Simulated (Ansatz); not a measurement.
`C=C(Cl)[SiH2]S` → `C=CCl` + `[SiH]S` at 400 K and 1 bar (silylene formation by 1,1-elimination).

Computed with Ansatz on PBE0-D4/def2-TZVP structures; ΔE is electronic, products minus reactants. CCSD(T)/CBS is the MP2 limit (def2-TZVPP, def2-QZVPP) plus CCSD(T) − MP2 in def2-TZVPP, frozen cores. This one scheme is used for every species. Each species was taken in one conformer, which may not be the lowest.

```tsv
species	CCSD(T)/CBS energy (Eh)	H − E (kJ/mol)	S (J/(mol·K))
`C=C(Cl)[SiH2]S`	-1225.75221	192.6	397.1
`C=CCl`	-537.65823	130.0	280.5
`[SiH]S`	-688.02937	61.1	271.5
```

H − E and S are ideal-gas, rigid-rotor, harmonic terms from PBE0-D4/def2-TZVP, for one conformer and one mirror image of each species. 1 Eh = 2625.50 kJ/mol, R = 8.31446 J/(mol·K).

Task: By hand: ΔE, ΔH, ΔS and ΔG.

Result: ΔE = (-537.65823) + (-688.02937) − (-1225.75221) = 0.06461 Eh = 169.6 kJ/mol. Δ(H − E) = 130.0 + 61.1 − 192.6 = -1.5, so ΔH = 168.1 kJ/mol. ΔS = 280.5 + 271.5 − 397.1 = 154.9 J/(mol·K). ΔG = 168.1 − 400 × (154.9)/1000 = 106.1 kJ/mol.

Task: By hand: the equilibrium constant, and the temperature at which ΔG would vanish if ΔH and ΔS stayed fixed.

Result: log₁₀ K = −ΔG/(RT ln 10) = -13.9. ΔG = 0 at ΔH/ΔS = 1085 K.

The number of gas molecules changes by +1, which sets the sign of ΔS. A doubt of 5 kJ/mol in ΔE shifts log₁₀ K by 0.7 here. Other conformers and mirror images would add mixing entropy, several J/(mol·K) or more a flexible species. Modes under 60 cm⁻¹, often nearly free rotors, make the harmonic entropy too high. These are equilibria of isolated gas molecules and say nothing of rates. Largest T1 diagnostic: 0.016 (customary marks: 0.02 for closed shells, 0.045 for open ones).
